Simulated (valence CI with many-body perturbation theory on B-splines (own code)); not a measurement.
## E1 line list for Si7+

Method: configuration interaction combined with many-body perturbation theory (CI+MBPT): five valence electrons over a frozen Dirac-Fock core [He], a basis of 9 s, 9 p, 8 d, 6 f, 3 g, 1 h functions for each j, with the one-electron correlation potential Σ1 (screened to all orders), the two-electron term Σ2, the three-electron term Σ3, Breit, model QED; selected single and double excitations, second order for the rest, scaled by the run's own slope (own B-spline code, finite nucleus).

No measured levels were compared; by estimate levels hold to about 100 cm⁻¹ or 0.05 % of their energy and the worst to 300 or 400 cm⁻¹, as in measured light ions of charge 2 to 7. Among the levels kept, up to 2100 cm⁻¹ of a level comes from second order outside the variational space, and about a tenth of that is noise between levels of different J, which matters for small intervals.

Lines 1 to 50 of 213 in falling wavelength, among levels below 1683400 cm⁻¹, chosen from the strongest by gf and those to the six lowest levels. Wavelengths and rates use the calculated energies, so an error of 300 cm⁻¹ moves a line at 204.8 nm by 0.61 % and its rate by three times that or more. Electric multipoles are in the length gauge, E1 and E2 with the static RPA response of the core. Weak lines are less certain than strong ones. Lines between different terms over intervals too small for the method are left out, as are lines whose strength nearly cancels. The highest levels of a list are the least certain.

Names give the largest LS component (configuration and term), which can be under half, so a name can repeat, a term be missing and a line seem to break the LS rules; names also repeat where a configuration has a term twice. Letters in brackets count levels of one name in rising energy.

```tsv
λ vac (nm)	Upper	Lower	A (s⁻¹)	log gf	Branch %
204.8	2s2.2p2.3p 2D°_5/2 [a]	2s2.2p2.3s 2D_5/2	2.50e+07	-1.02	2.5
195.9	2s2.2p2.3p 2S°_1/2	2s2.2p2.3s 2P_3/2	7.77e+07	-1.05	15.6
128.7	2s2.2p2.3d 2P_3/2	2s2.2p2.3p 2P°_3/2 [a]	1.04e+08	-0.99	0.0
126.2	2s2.2p2.3p 2D°_3/2 [a]	2s2.2p2.3s 2P_3/2	8.11e+07	-1.11	9.3
123.1	2s2.2p2.3p 4D°_5/2	2s2.2p2.3s 4P_5/2	9.59e+07	-0.88	11.7
121.5	2s2.2p2.3p 4D°_3/2	2s2.2p2.3s 4P_3/2	2.46e+08	-0.66	30.2
120.5	2s2.2p2.3d 2P_1/2	2s2.2p2.3p 2P°_1/2 [a]	1.62e+08	-1.15	0.1
120.1	2s2.2p2.3p 2D°_3/2 [a]	2s2.2p2.3s 2P_1/2	3.83e+08	-0.48	43.8
120.0	2s2.2p2.3p 4D°_1/2	2s2.2p2.3s 4P_1/2	5.04e+08	-0.66	66.3
119.9	2s2.2p2.3p 2D°_5/2 [a]	2s2.2p2.3s 2P_3/2	4.46e+08	-0.24	45.4
118.9	2s2.2p2.3p 4D°_7/2	2s2.2p2.3s 4P_5/2	5.94e+08	0.00	78.8
118.3	2s2.2p2.3p 4D°_5/2	2s2.2p2.3s 4P_3/2	4.93e+08	-0.21	60.3
118.2	2s2.2p2.3p 4D°_3/2	2s2.2p2.3s 4P_1/2	3.24e+08	-0.57	39.8
115.8	2s2.2p2.3p 2F°_5/2	2s2.2p2.3s 2D_3/2	6.46e+08	-0.11	30.8
114.9	2s2.2p2.3p 4P°_3/2	2s2.2p2.3s 4P_5/2	2.40e+08	-0.72	5.5
114.9	2s.2p3.3p 6P_3/2	2s.2p3.3s 6S°_5/2	7.39e+08	-0.23	96.0
114.3	2s.2p3.3p 6P_5/2	2s.2p3.3s 6S°_5/2	7.49e+08	-0.06	91.6
114.2	2s2.2p2.3p 2F°_7/2	2s2.2p2.3s 2D_5/2	6.97e+08	0.04	32.9
113.5	2s.2p3.3p 6P_7/2	2s.2p3.3s 6S°_5/2	7.67e+08	0.07	99.8
112.3	2s2.2p2.3p 4P°_5/2	2s2.2p2.3s 4P_5/2	5.45e+08	-0.21	13.2
111.6	2s2.2p2.3p 4P°_1/2	2s2.2p2.3s 4P_3/2	5.95e+08	-0.65	14.2
110.7	2s2.2p2.3p 4P°_3/2	2s2.2p2.3s 4P_3/2	1.93e+08	-0.85	4.5
108.3	2s2.2p2.3p 4P°_5/2	2s2.2p2.3s 4P_3/2	1.33e+08	-0.85	3.2
108.0	2s2.2p2.3p 4P°_3/2	2s2.2p2.3s 4P_1/2	2.62e+08	-0.74	6.1
107.3	2s2.2p2.3p 2P°_1/2 [a]	2s2.2p2.3s 2P_3/2	2.41e+08	-1.08	6.0
107.1	2s2.2p2.3p 2P°_3/2 [a]	2s2.2p2.3s 2P_3/2	5.18e+08	-0.45	12.6
107.0	2s2.2p2.3p 2P°_3/2 [c]	2s2.2p2.3s 2S_1/2	8.33e+08	-0.24	20.1
107.0	2s2.2p2.3p 2P°_1/2 [c]	2s2.2p2.3s 2S_1/2	8.36e+08	-0.54	20.2
102.9	2s2.2p2.3p 2P°_1/2 [a]	2s2.2p2.3s 2P_1/2	4.40e+08	-0.85	11.0
102.7	2s2.2p2.3p 2P°_3/2 [a]	2s2.2p2.3s 2P_1/2	1.36e+08	-1.06	3.3
102.3	2s2.2p2.3d 4P_5/2	2s2.2p2.3p 4S°_3/2	3.72e+08	-0.46	0.0
101.6	2s2.2p2.3d 4F_7/2	2s2.2p2.3p 4D°_7/2	8.55e+07	-0.98	4.1
100.7	2s2.2p2.3d 4P_3/2	2s2.2p2.3p 4S°_3/2	4.75e+08	-0.54	0.1
100.3	2s2.2p2.3d 4F_5/2	2s2.2p2.3p 4D°_5/2	1.85e+08	-0.78	6.9
99.99	2s2.2p2.3d 4P_1/2	2s2.2p2.3p 4S°_3/2	5.39e+08	-0.79	0.1
99.30	2s2.2p2.3d 4F_3/2	2s2.2p2.3p 4D°_3/2	2.50e+08	-0.83	10.5
99.29	2s2.2p2.3d 4F_9/2	2s2.2p2.3p 4D°_7/2	1.03e+09	0.18	100.0
99.04	2s2.2p2.3d 2F_5/2	2s2.2p2.3p 2D°_3/2 [a]	9.18e+08	-0.09	0.5
98.86	2s2.2p2.3d 2F_7/2	2s2.2p2.3p 2D°_5/2 [a]	9.76e+08	0.06	0.5
98.66	2s2.2p2.3d 4F_7/2	2s2.2p2.3p 4D°_5/2	9.59e+08	0.05	45.6
98.19	2s2.2p2.3d 4F_5/2	2s2.2p2.3p 4D°_3/2	8.65e+08	-0.12	32.5
98.11	2s2.2p2.3d 2P_3/2	2s2.2p2.3p 4P°_3/2	1.39e+08	-1.09	0.1
98.05	2s2.2p2.3d 4F_3/2	2s2.2p2.3p 4D°_1/2	7.92e+08	-0.34	33.2
97.77	2s2.2p2.3d 4D_5/2	2s2.2p2.3p 4P°_5/2	1.71e+08	-0.83	0.4
97.62	2s2.2p2.3p 2D°_5/2 [b]	2s2.2p2.3s 2D_5/2	8.54e+08	-0.14	23.9
97.49	2s2.2p2.3p 2D°_3/2 [b]	2s2.2p2.3s 2D_3/2	7.29e+08	-0.38	19.7
97.40	2s2.2p2.3p 2D°_3/2 [b]	2s2.2p2.3s 2D_5/2	1.93e+08	-0.96	5.2
97.24	2s2.2p2.3d 2G_9/2	2s2.2p2.3p 2F°_7/2	1.17e+09	0.22	100.0
96.71	2s2.2p2.3d 4D_7/2	2s2.2p2.3p 4P°_5/2	8.16e+08	-0.04	22.1
96.64	2s2.2p2.3p 4S°_3/2	2s2.2p2.3s 4P_5/2	6.64e+08	-0.43	3.1
```

Task: How does gf follow from A for the line at 112.3 nm?

Result: gf = 1.4992 × (2J+1)_upper × A / σ², with σ = 89039 cm⁻¹ and 2J+1 = 6: gf = 0.619.
